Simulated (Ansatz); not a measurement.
F3Ti, doublet, geometry from GFN2-xTB (such geometries of metal compounds can be far from the true shape); R2SCAN/6-31G* in Ansatz (an electronic-structure program).

The Ansatz input:
Ansatz 0.2 input:
```yaml
crystal:
  periodic: [false, false, false]
  atoms:
    - {symbol: Ti, position_ang: [0.00000000, -0.00000000, -0.00000000]}
    - {symbol: F, position_ang: [-1.44890707, -0.87306393, 0.07165357]}
    - {symbol: F, position_ang: [0.02042256, 1.55241999, -0.67548625]}
    - {symbol: F, position_ang: [1.42848452, -0.67935606, 0.60383267]}
basis:
  gaussian:
    orbitals: 6-31G*
hamiltonian:
  xc: r2scan
magnetization: {spin_polarized: true, initial_magnetization: 1}
accuracy: high
```

Problem. Predict the main parts of the log of this Ansatz run.

Solution. 
```
Functional definition: r2SCAN
1614 factors; integrals over basis functions are off by at most 4.1e-9 eV
mean field evaluation 1: about -31260.1580 eV, gradient 4.1e1 eV
mean field evaluation 2: about -31175.3394 eV, gradient 1.8e2 eV
mean field evaluation 4: about -31264.9071 eV, gradient 8.7e0 eV
mean field evaluation 8: about -31265.2114 eV, gradient 8.4e-2 eV
mean field evaluation 16: about -31265.2114 eV, gradient 2.3e-5 eV
mean field -31265.21142196 eV, -1148.9753274355 hartree, gradient 3.7e-8 eV, S^2 0.752678; 1 other end points of the search recorded, 0 dependent functions left out
reference -31265.21144622 eV, -1148.9753283272 hartree; 25, 24 occupied and 56, 57 virtual orbitals, 1614 factors
Total energy: -31265.21144622 eV, -1148.9753283272 hartree
```
